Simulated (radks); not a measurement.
Values are calculated unless marked as measured or tabulated.
Species: Br-. Configuration: [Kr]. Level of theory: scalar-relativistic Kohn-Sham, PBE, spin-polarised, spherical densities, finite nucleus; Fermi nuclear charge, rms radius 4.1629 fm; Watson sphere of charge +1 and radius 3.93 bohr (a radial shooting solver on a logarithmic mesh with Libxc functionals). Some entries of the table are withheld. Estimate them.

orbital  occ.  eigenvalue (eV)  r(max) (bohr)  <r> (bohr)
1s          2        -13314.98        0.02791         (1)
2s          2        -1730.203            (2)      0.1895
2p          6        -1525.681         0.1274      0.1654
3s          2        -235.2231            (3)         (4)
3p          6        -170.6445            (5)      0.5641
3d         10         -63.8760            (6)      0.5907
4s          2         -17.8588          1.429       1.711
4p          6          -6.1598          1.710       2.269

Answer. 
(1) 1s <r> (bohr): 0.04275
(2) 2s r(max) (bohr): 0.1592
(3) 3s r(max) (bohr): 0.4841
(4) 3s <r> (bohr): 0.5514
(5) 3p r(max) (bohr): 0.4812
(6) 3d r(max) (bohr): 0.4311
